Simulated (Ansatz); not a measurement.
Total energies of Sb$_{2}$ (`[Sb]#[Sb]`).

Bond lengths: Sb1–Sb2 2.464 Å.

Total charge 0; spin multiplicity 1. Correlated methods include outer-core shells of Sb, which these sets cover unevenly. Sb takes the def2 core potential. The structure was optimised at the PBE0-D4/def2-TZVP level. Basis def2-TZVPP, Ansatz.

RPA on PBE orbitals: Hartree–Fock energy of these orbitals -478.51498 Eh, correlation -0.89511 Eh (frozen core).

```csv
functional,energy without D4 (Eh),D4 term (kJ/mol)
r2SCAN,-480.72120,-1.0
B3LYP,-480.69793,-10.5
```

**Question.** Give the same for LDA (SPW92), PBE, revPBE, BLYP, B97M-V, PBE0, r2SCANh, r2SCAN0, HSE06 (plane-wave form), BHLYP, CAM-B3LYP, LC-ωPBE, ωB97X-V, ωB97M-V, B2PLYP, PBE-QIDH. (Estimate.)

**Answer.** Ansatz gave: 
```tsv
functional	energy without D4 (Eh)	D4 term (kJ/mol)
LDA (SPW92)	-479.81419	–
PBE	-480.53250	-6.2
revPBE	-480.63289	-10.6
BLYP	-480.44906	-12.4
B97M-V	-480.51945	–
PBE0	-480.54525	-5.3
r2SCANh	-480.69461	-1.2
r2SCAN0	-480.65535	-1.4
HSE06 (plane-wave form)	-480.54258	-5.2
BHLYP	-480.39764	-13.4
CAM-B3LYP	-480.50174	-5.7
LC-ωPBE	-480.56208	–
ωB97X-V	-480.47637	–
ωB97M-V	-480.45008	–
B2PLYP	-480.12720	–
PBE-QIDH	-480.14534	–
```

B3LYP takes the VWN-RPA correlation (the form of Gaussian; ORCA's B3LYP/G). HSE06 is the plane-wave form, built on full-range PBE exchange. The double hybrids freeze the cores in their second-order part.

LC-ωPBE has ω = 0.4 bohr⁻¹.
